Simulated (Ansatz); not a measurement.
Interaction energy ladder

The pair of CO (SMILES [C-]#[O+], atoms 1–2) and H2 (SMILES [H][H], atoms 3–4), both closed shells, in one local arrangement (a lower one may exist), relaxed at PBE0-D4/def2-TZVP:

C1  (-0.430, 0.186, -1.667)
O2  (0.587, -0.253, -1.856)
H3  (-0.396, 0.223, 1.711)
H4  (0.239, -0.156, 1.812)
(Å)

Program: Ansatz 0.2.0. Basis: def2-TZVPPD, with def2-QZVPPD for the basis limit. Cores are frozen in the correlated methods. B3LYP uses VWN-RPA correlation. Extrapolation: Hartree–Fock as exp(−7.88 √X), correlation as X^−2.97. Interaction energies count from these two fragments, frozen as in the pair, with the counterpoise correction; negative means bound.

(1) What is the interaction energy by CCSD(T) at an estimated basis limit (MP2 extrapolated from triple and quadruple zeta, plus CCSD(T) − MP2 in triple zeta)? (To be estimated.)

(2) Which atoms make the shortest contact between the fragments?

T1 diagnostic: at most 0.020.

Results:

(1) Computed: -0.7 kJ/mol. Hartree–Fock alone gives 0.4 kJ/mol at the basis limit, so without correlation the pair would not bind at this distance. It counts from the two fragments frozen as in the pair.

The same quantity by other methods in triple zeta, and each one's difference from that estimate:
| method | E_int (kJ/mol) | difference |
| --- | --- | --- |
| PBE-D4 | -1.3 | -0.6 |
| revPBE-D4 | -0.7 | 0.0 |
| BLYP-D4 | 0.0 | 0.7 |
| r2SCAN-D4 | -0.2 | 0.5 |
| B97M-V | -0.8 | -0.1 |
| PBE0-D4 | -1.1 | -0.4 |
| B3LYP-D4 | -0.4 | 0.3 |
| HSE06-D4 | -1.1 | -0.4 |
| wB97X-V | -0.8 | -0.1 |
| wB97M-V | -0.7 | 0.1 |
| B2PLYP | 0.1 | 0.8 |
| HF | 0.4 | 1.1 |
| MP2 | -0.5 | 0.2 |
| CCSD | -0.5 | 0.3 |
| CCSD(T) | -0.6 | 0.1 |
Differences are method less estimate.

(2) C1 and H3, 3.38 Å apart.

Basis-set superposition shift (counterpoise-corrected less uncorrected): CCSD(T) 0.2; MP2 0.2; HF 0.0; PBE0-D4 0.0; wB97M-V 0.0 kJ/mol.

For scale, one of the runs: CCSD(T)/def2-TZVPPD, 111 basis functions, launched by `ansatz run in.yaml --threads 2 --pin off --events-out ev --progress --plain --max-ram 5222MiB`. The run took about 2.5 s on 2 CPU threads of an Arm Neoverse V1 (shared host).
